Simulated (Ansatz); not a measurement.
`C[O][Ti]([OH])([OH])[OH]`, relaxed with RKS PBE-D4/def2-SVP in the Gaussian-basis code of Ansatz from a rough embedded geometry. The force threshold is 0.03 eV/Å; the program also tests the step.

The species carries charge 0 and has multiplicity 1.

Start:

```xyz
12

C    -0.810   -1.662   -0.507
O    -0.437   -0.600   -1.279
Ti    0.420    0.720   -0.069
O     1.259    2.170   -1.256
O    -0.912    1.508    1.113
O     1.861   -0.155    0.954
H    -1.433   -2.355   -1.019
H    -1.307   -1.242    0.414
H     0.153   -2.224   -0.114
H     1.524    2.805   -0.543
H    -1.718    1.546    0.571
H     1.401   -0.511    1.735
```

| step | energy (eV) | largest force (eV/Å) | largest move (Å) |
| --- | --- | --- | --- |
| 1 | -32416.4410 | 3.457 | 0.000 |
| 2 | -32417.9268 | 1.189 | 0.185 |
| 3 | -32418.1005 | 0.888 | 0.119 |
| 4 | -32418.1716 | 1.252 | 0.200 |
| 5 | -32418.2378 | 0.200 | 0.200 |
| 6 | -32418.2550 | 0.138 | 0.200 |
| 7 (rejected) | -32418.2401 | 1.016 | 0.195 |
| 8 | -32418.2664 | 0.081 | 0.098 |
| 9 | -32418.2726 | 0.117 | 0.098 |
| 10 | -32418.2750 | 0.405 | 0.109 |
| 11 | -32418.2802 | 0.259 | 0.019 |
| 12 | -32418.2838 | 0.172 | 0.185 |
| 13 (rejected) | -32418.2580 | 0.451 | 0.150 |
| 14 | -32418.2924 | 0.079 | 0.075 |
| 15 | -32418.2961 | 0.035 | 0.095 |
| 16 (rejected) | -32418.2927 | 0.268 | 0.146 |
| 17 | -32418.2976 | 0.019 | 0.061 |
| 18 | -32418.2980 | 0.114 | 0.073 |
| 19 | -32418.2987 | 0.041 | 0.017 |
| 20 | -32418.2991 | 0.039 | 0.026 |
| 21 | -32418.2993 | 0.019 | 0.040 |

End:

```xyz
12

C    -0.848   -1.862   -0.656
O    -0.695   -0.475   -0.573
Ti    0.342    0.821    0.096
O     1.051    1.749   -1.297
O    -0.603    1.910    1.186
O     1.674    0.078    1.074
H    -0.815   -2.198   -1.718
H    -1.831   -2.176   -0.232
H    -0.044   -2.397   -0.097
H     1.598    2.545   -1.177
H    -1.562    1.920    1.350
H     1.733    0.084    2.045
```

Hardware: 4 threads of an Arm Neoverse V2 on a shared host. Wall time 44 s, peak host memory 0.2 GiB.
